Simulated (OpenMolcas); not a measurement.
# Ions of charge +2 along the 3d row on the Y site of Cs2NaYCl6

| Item | Value |
| --- | --- |
| Program | OpenMolcas 26.06 |
| Method | CASSCF |
| Spin-orbit coupling | RASSI with atomic mean-field integrals over the reference wave functions |

The d shell is active. Each dopant is a cluster with its nearest anions in model potentials and point charges, with no relaxation and no local charge compensation. Distances were set from a Shannon-type radius of the metal (high-spin where two are listed) plus a fixed donor radius (Cl 1.76 Å), in hosts weighted 0.65 to 0.35 with the host's distance in the model lattice. Ligand basis ANO-RCC-VDZP, DKH2 Hamiltonian. States (labels of O, the rotations of Oh). Energies in cm-1 above the lowest state or level, χT in cm3 K/mol; under a threefold ground state the first gap can be a small split of the lowest multiplet, not the spin-orbit step; 10Dq and B are least-squares fits to the states below 45000 cm-1, weighted by degeneracy, with a free offset, and given where the rms deviation is under 5 % of |10Dq| (or 100 cm-1) and under 700 cm-1. Spin-only χT is S(S+1) / 2 for the spin of the ground state.

```tsv
Ion	Shell	R (Å)	Metal basis	Ground state	First state of that spin	10Dq	B (rms of fit)	First gap with spin-orbit (degeneracies)	χT at 300 K	First state of another spin	Spin-only χT
Ti2+	3d2	2.62	ANO-RCC-VTZP	3T1	3T2 6294	7461	828 (113)	4.0 (2, 3)	1.117	1T2 11398	1.000
V2+	3d3	2.574	ANO-RCC-VTZP	4A2	4T2 6498	6710	898 (107)	6432 (4, 2)	1.844	2E 15986	1.875
Cr2+	3d4	2.581	ANO-RCC-VTZP	5E	5T2 5290	5466	986 (81)	6.3 (1, 3)	2.932	3T1 15980	3.000
Mn2+	3d5	2.6	ANO-RCC-VTZP	6A1		4484	1085 (41)	28759 (6, 2)	4.386	4T1 28797	4.375
Fe2+	3d6	2.568	ANO-RCC-VTZP	5T2	5E 4251	4159	1137 (49)	184.4 (3, 2)	4.199	3T1 19388	3.000
Co2+	3d7	2.545	ANO-RCC-VTZP	4T1	4T2 3200	3862	1187 (62)	337.1 (2, 4)	3.885	2E 17245	1.875
Ni2+	3d8	2.509	ANO-RCC-VTZP	3A2	3T2 3649	3703	1275 (45)	3372 (3, 2)	1.795	1E 17707	1.000
Cu2+	3d9	2.535	ANO-RCC-VTZP	2E	2T2 3074	3074		2524 (4, 2)	0.803		0.375
```

Among the 8 ions with a close fit, |10Dq| is smallest for Cu2+ (3074 cm-1) and largest for Ti2+ (7461 cm-1). The error differs from ion to ion, so this order need not be the real one.

B goes from 828 cm-1 (Ti2+) to 1275 cm-1 (Ni2+).

Every ion keeps the highest spin of its shell. χT departs most from the spin-only value for Co2+, by +2.010 cm3 K/mol.

Ligand-to-metal charge-transfer states are missing. An orbital triplet at a regular site is open to Jahn-Teller coupling, which can distort the site and quench the lowest spin-orbit gaps and is left out (holds for Ti2+; Fe2+; Co2+). Without dynamic correlation the repulsion within the d shell is too large (B by tens of per cent), so at a given field states of lower spin stand too high (holds for Ti2+; V2+; Cr2+; Mn2+; Fe2+; Co2+; Ni2+). With no ligand orbital active B as a rule stays too high, so bands that hang on it stand too high and its fall with covalency is understated (holds for Ti2+; V2+; Cr2+; Mn2+; Fe2+; Co2+; Ni2+). With metal d orbitals alone and no dynamic correlation the field as a rule comes out too small, by tens of per cent, by up to half for chloride and softer ligands (holds for Ti2+; V2+; Cr2+; Mn2+). An orbital doublet at a regular site is open to a Jahn-Teller distortion, which this geometry leaves out (holds for Cr2+; Cu2+). With metal d orbitals alone and no dynamic correlation the field as a rule comes out too small, by tens of per cent, by up to half for chloride and softer ligands, and with too little covalency χT stands high (holds for Fe2+; Co2+). With metal d orbitals alone and no dynamic correlation the field as a rule comes out too small, by tens of per cent, by up to half for chloride and softer ligands, and the orbital part of g and χT, which goes as 1/10Dq, too large (holds for Ni2+; Cu2+). No measured value stands beside these numbers; the geometry was set by hand and not optimised.
